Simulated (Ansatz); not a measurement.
`[BH3-][O+]([SiH3])[SiH3]` → `[BH3-][OH+][SiH3]` + `[SiH2]`  (silylene formation by 1,1-elimination)

Computed with Ansatz on PBE0-D4/def2-TZVP structures; ΔE is electronic, products minus reactants. CBS: MP2 limit from def2 TZ/QZ plus the TZ coupled-cluster correction, frozen cores. This one scheme is used for every species. Functionals use def2-TZVPP. B3LYP here is the variant with VWN-RPA as its local correlation; programs differ in this.

`[BH3-][O+]([SiH3])[SiH3]`:

Cartesian coordinates in Å:
```
B 1.099 -0.862 -0.669
O -0.152 -0.076 0.104
Si 0.332 0.464 1.627
Si -1.375 0.314 -0.989
H 0.969 -0.507 -1.821
H 2.082 -0.407 -0.125
H 0.896 -2.031 -0.467
H -0.905 0.971 2.272
H 1.313 1.556 1.466
H 0.883 -0.692 2.358
H -0.889 1.363 -1.909
H -2.490 0.832 -0.157
H -1.762 -0.924 -1.690
```

`[BH3-][OH+][SiH3]`:

Cartesian coordinates in Å:
```
B -1.143 -0.768 0.368
O -0.460 0.493 -0.456
Si 1.192 0.616 -0.082
H -1.169 -1.678 -0.426
H -2.210 -0.363 0.749
H -0.318 -0.917 1.251
H -0.748 0.564 -1.370
H 1.862 -0.688 -0.255
H 1.282 1.143 1.290
H 1.713 1.597 -1.069
```

`[SiH2]`:

Cartesian coordinates in Å:
```
Si 0.388 0.428 0.416
H 0.557 -0.996 -0.103
H -0.945 0.569 -0.312
```

CCSD(T)/CBS gives +79.7 kcal/mol.

(1) Another level gave +78.4 kcal/mol. Which?
A. B3LYP/def2-TZVPP
B. BLYP-D4/def2-TZVPP
C. B3LYP-D4/def2-TZVPP
D. r2SCAN0-D4/def2-TZVPP

Largest T1 diagnostic among the species: 0.014.

Answers

(1) C. B3LYP-D4 78.4, r2SCAN0-D4 83.8, BLYP-D4 75.6, B3LYP 74.2 kcal/mol.

In def2-TZVPP, CCSD(T) changes the Hartree–Fock value by +1.2 kcal/mol (the triples alone add +0.8 kcal/mol) and MP2 by +6.4 kcal/mol. The D4 term adds +4.2 kcal/mol with B3LYP and +2.3 kcal/mol with PBE0; it sums over pairs of atoms, weighted by their polarisabilities, and B3LYP, whose exchange is more repulsive, gets the larger term. Leaving LDA and LC-ωPBE aside and taking each functional with its dispersion term where it has one, the values spread over 8.2 kcal/mol, from BLYP-D4 to r2SCAN0-D4. LDA lies +8.9 kcal/mol from PBE without D4.
